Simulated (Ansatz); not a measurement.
SiH2Me(OMe) (C₂H₈OSi). The state is a singlet with charge 0. Geometry PBE0-D4/def2-SVP.

| atom | x (Å) | y (Å) | z (Å) |
| --- | --- | --- | --- |
| C1 | 1.4700 | -0.4209 | -1.4476 |
| C2 | -1.5855 | 0.9315 | 1.0969 |
| O3 | -0.6280 | 0.7125 | 0.1027 |
| Si4 | 0.4045 | -0.5964 | 0.0694 |
| H5 | 1.2377 | -0.6204 | 1.3170 |
| H6 | -0.3885 | -1.8695 | 0.0307 |
| H7 | 2.1768 | -1.2618 | -1.5248 |
| H8 | 2.0484 | 0.5145 | -1.4088 |
| H9 | 0.8502 | -0.4054 | -2.3568 |
| H10 | -2.3254 | 0.1107 | 1.1533 |
| H11 | -2.1308 | 1.8605 | 0.8691 |
| H12 | -1.1295 | 1.0446 | 2.0988 |

Problem. Estimate the orbital energies around the gap (eV) in Ansatz with PBE-D4/def2-SVP, PBE-D4/def2-TZVP, r2SCAN-D4/def2-TZVP, r2SCANh-D4/def2-TZVP, PBE0-D4/def2-SVP.

Solution. 
| orbital | PBE-D4/def2-SVP | PBE-D4/def2-TZVP | r2SCAN-D4/def2-TZVP | r2SCANh-D4/def2-TZVP | PBE0-D4/def2-SVP |
| --- | --- | --- | --- | --- | --- |
| HOMO−5 | -9.87 | -9.95 | -10.34 | -10.90 | -11.44 |
| HOMO−4 | -9.56 | -9.66 | -10.04 | -10.58 | -11.11 |
| HOMO−3 | -7.98 | -8.05 | -8.40 | -8.92 | -9.45 |
| HOMO−2 | -7.87 | -7.91 | -8.23 | -8.74 | -9.30 |
| HOMO−1 | -6.88 | -7.08 | -7.42 | -7.98 | -8.45 |
| HOMO | -6.22 | -6.41 | -6.75 | -7.32 | -7.80 |
| LUMO | 0.38 | -0.14 | 0.33 | 0.61 | 1.28 |
| LUMO+1 | 1.01 | 0.34 | 0.95 | 1.20 | 1.88 |
| LUMO+2 | 1.74 | 1.11 | 1.91 | 2.15 | 2.65 |
| LUMO+3 | 2.09 | 1.61 | 2.30 | 2.56 | 3.04 |
| LUMO+4 | 2.10 | 1.75 | 2.30 | 2.62 | 3.05 |
| LUMO+5 | 2.71 | 1.83 | 2.49 | 2.74 | 3.67 |
